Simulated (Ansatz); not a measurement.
GeH4O4, SMILES `[OH][Ge]([OH])([OH])[OH]`, charge 0, multiplicity 1.

(1) Give a relaxed structure at PBE0-D4/def2-TZVP (Ansatz 0.2.0). (Best estimate.)

Results:

(1) The calculation gave: 
Cartesian coordinates in Å:
```
O 1.087 1.372 0.131
Ge 0.000 0.000 0.000
O -1.443 0.240 -0.971
O -0.558 -0.338 1.629
O 0.914 -1.273 -0.790
H 0.862 1.939 0.874
H -1.294 0.022 -1.895
H -1.423 -0.758 1.633
H 1.856 -1.203 -0.612
```
Point group S4.
This is one stationary point; other conformers may exist.
